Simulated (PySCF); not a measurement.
**Relaxation of quintet OsH₃⁺**

All numbers come from PySCF, UPBE0, basis Os def2-TZVP with ECP60, H def2-TZVP (scalar-relativistic core potentials, no spin–orbit coupling, density fitting). A (50,194) grid was used.

A start at or just off a symmetric point, pushed along the force that breaks its symmetry, of Cs symmetry, free to break it:

```xyz
4
charge 1 multiplicity 5, angstrom
Os   -0.0010    0.0000   -0.0023
H     1.6464    0.0000    0.1488
H    -0.7248    1.4767    0.1435
H    -0.7248   -1.4767    0.1435
```

Problem. What does it relax to?

Solution. It ends at C2v with Os–H 1.589 Å, Os–H 1.678 Å (×2); H–Os–H 106.2° (×2), H–Os–H 147.5°. A frequency run shows 1 imaginary mode, down to 180i cm⁻¹, so it is a saddle point.

Problem. How much energy is released, and in how many steps?

Solution. 33.8 kJ/mol in 7 steps.

Open d and f shells are described by one determinant, and the ground state may have another occupation or spin. At this level a triplet minimum of Cs symmetry lies 166 kJ/mol below this structure. Spin–orbit coupling, left out here, can matter for elements this heavy.
